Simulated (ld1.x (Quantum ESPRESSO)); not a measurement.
**gallium (Ga), ultrasoft: configuration errors across variants**

```
Element                 : gallium
Generator               : ld1.x (Quantum ESPRESSO) 7.5
Type                    : ultrasoft
Functional              : PBEsol
Relativity              : scalar-relativistic
Frozen core             : [Ne]
Valence charge          : 21
Reference configuration : 3s2 3p6 3d10 4s2 4p1
Partial waves           : 3s (bound): rcut 1.05, rcutus 1.20 bohr; 4s (bound): rcut 1.05, rcutus 1.20 bohr; 3p (bound): rcut 0.95, rcutus 1.00 bohr; 4p (bound): rcut 0.95, rcutus 1.00 bohr; 3d (bound): rcut 0.50, rcutus 0.70 bohr; 3d channel at -0.05 Ry: rcut 0.50, rcutus 0.70 bohr
Local potential         : all-electron potential smoothed inside 0.60 bohr (lloc = -2)
Core correction         : none
Augmentation charge     : built from norm-conserving waves at rcut, not smoothed further
```

All-electron excitation energies from the reference (eV): (1) 3s2 3p6 3d10 4s2 4p0 5.679; (2) 3s2 3p6 3d10 4s1 4p0 26.815; (3) 3s2 3p6 3d10 4s0 4p0 57.936; (4) 3s2 3p6 3d10 4s1 4p1 13.084; (5) 3s2 3p6 3d9 4s0 4p0 121.781; (6) 3s2 3p6 3d10 4s1 4p2 6.551; (7) 3s2 3p6 3d10 4s0 4p3 13.390.

The overlap operator is not positive definite (basis up to 400 Ry) in “base”, “core correction a·sin(br)/r model core inside 0.64 bohr”, “waves 3d (bound): rcut 0.50, rcutus 1.06 bohr; 3d channel at -0.05 Ry: rcut 0.50, rcutus 1.06 bohr”. Such files are unfit for use, however small their errors in these radial tests.

7 further variants failed, have other tests or another functional or relativity, and are left out.

The file “base” misses its own reference levels by 3.6 eV. The file “core correction a·sin(br)/r model core inside 0.64 bohr” misses its own reference levels by 3.6 eV. The file “waves 3d (bound): rcut 0.50, rcutus 1.06 bohr; 3d channel at -0.05 Ry: rcut 0.50, rcutus 1.06 bohr” misses its own reference levels by 3.6 eV.

Errors AE − PS in meV (a dash: test not solved or not reliable):

| change | (1) | (2) | (3) | (4) | (5) | (6) | (7) | bound ghosts |
| --- | --- | --- | --- | --- | --- | --- | --- | --- |
| base | +188 | +2837 | +6962 | +1813 | +6820 | +1524 | +3213 | not determined (overlap not positive) |
| core correction a·sin(br)/r model core inside 0.64 bohr | +181 | +2830 | +6954 | +1814 | +6815 | +1526 | +3217 | not determined (overlap not positive) |
| waves 3d (bound): rcut 0.50, rcutus 1.06 bohr; 3d channel at -0.05 Ry: rcut 0.50, rcutus 1.06 bohr | +187 | +2837 | +6962 | +1813 | +6816 | +1524 | +3215 | not determined (overlap not positive) |

Question: Give the same row for: type TM; waves now 3s (bound): rc 1.20 bohr; 3d (bound): rc 0.70 bohr; 3p (bound): rc 1.00 bohr; local potential the p channel.

Answer: -55, -1653, -3929, -1348, -5585, -1141, -2428; bound ghosts: none.
